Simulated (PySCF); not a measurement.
## Stationary points of ScCl₂⁺

These are results of PySCF, PBE0, basis Sc def2-TZVP, Cl def2-TZVP (no relativity, density fitting), not measurements.

Relaxations began from a few typed shapes. The search is not exhaustive: other isomers or separated fragments can lie lower, and high-lying points may rest on an excited occupation.

Q: Which is the lowest minimum found?
A. singlet C2v: Sc–Cl 2.182 Å (×2); Cl–Sc–Cl 115.1°
B. singlet D∞h: Sc–Cl 2.218 Å (×2); Cl–Sc–Cl 180.0°

A: A. The others lie at 36.0 (singlet D∞h, a saddle point) kJ/mol above it.

Formally Sc is in oxidation state +3, d0. A d0 centre has no lone pair, yet it is C2v rather than linear: covalent bonding through the d orbitals favours lower symmetry. The polar-tensor charge on Sc, 1.97, is below the formal one.
